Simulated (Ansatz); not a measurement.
Bond stretch in Al2(mu-OMe)2(OH)4, C₂H₁₀Al₂O₆, singlet. The Al1–O19 bond (Al1 also carries Al, O, O, O; O19 carries H) is pulled apart rigidly from the PBE0/def2-SVP optimised geometry.

Calculation: unrestricted PBE0/def2-SVP run with Ansatz (a quantum-chemistry and plane-wave program).

### Question
Relative to R = 1.71 Å, what are the energies at R = 2.06, 2.83, 3.62, 4.16 Å?

### Answer
97.4 kJ/mol at 2.06 Å, 403.2 kJ/mol at 2.83 Å, 525.3 kJ/mol at 3.62 Å, 549.1 kJ/mol at 4.16 Å.

The unrestricted determinant behind UKS-PBE0 is spin-contaminated at 2.83 to 4.97 Å (<S²> up to 1.0, against 0.00 for a pure singlet).
